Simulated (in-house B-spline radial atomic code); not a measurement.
A run on V⁻ that did not converge. Method: scalar-relativistic (X2C) B97-1, spin-polarised, spherical fractional occupations, exact exchange averaged over the configuration, Fermi nucleus of rms radius 3.6002 fm; computed with an all-electron radial atomic-structure program (B-spline basis).

Command:
```bash
python run_scf.py task.json out
```
Settings (nuclear radius in fm, mass in u):
```
Z                23
configuration    [Ar] 3d4 4s2
hamiltonian      x2c
method           b97_1
spin_polarised   True
nucleus          fermi
rms_radius       3.6002
atomic_mass      50.94396
speed_of_light   137.035999084
exact_exchange   averaged over the configuration
```

First and last ten iterations of the last attempt (damped for 15 steps, keeping 80 % of the old Fock matrix, then DIIS):
```
 iter        energy (Eh)    residual
    1        -943.455481    3.01e-01
    2        -943.793684    3.53e-01
    3        -946.300084    2.40e-01
    4        -947.715893    1.49e-01
    5        -948.470491    8.53e-02
    6        -948.846330    5.30e-02
    7        -949.019060    3.60e-02
    8        -949.091369    2.28e-02
    9        -949.119215    1.58e-02
   10        -949.129921    1.14e-02
  111        -945.008658    1.25e-01
  112        -943.368910    1.27e-01
  113        -943.012195    1.27e-01
  114        -944.712175    1.25e-01
  115        -943.247358    1.27e-01
  116        -949.140502    2.87e-04
  117        -949.140514    1.48e-04
  118        -949.140511    2.05e-04
  119        -949.140510    2.06e-04
  120        -949.140511    1.90e-04
 not converged after 120 iterations
```

The smallest residual met was 1.3e-04; the threshold is about 2e-07. No energy from this run should be used. Cost of the run: 6 s on 1 thread of Arm Neoverse N1, on a shared host.
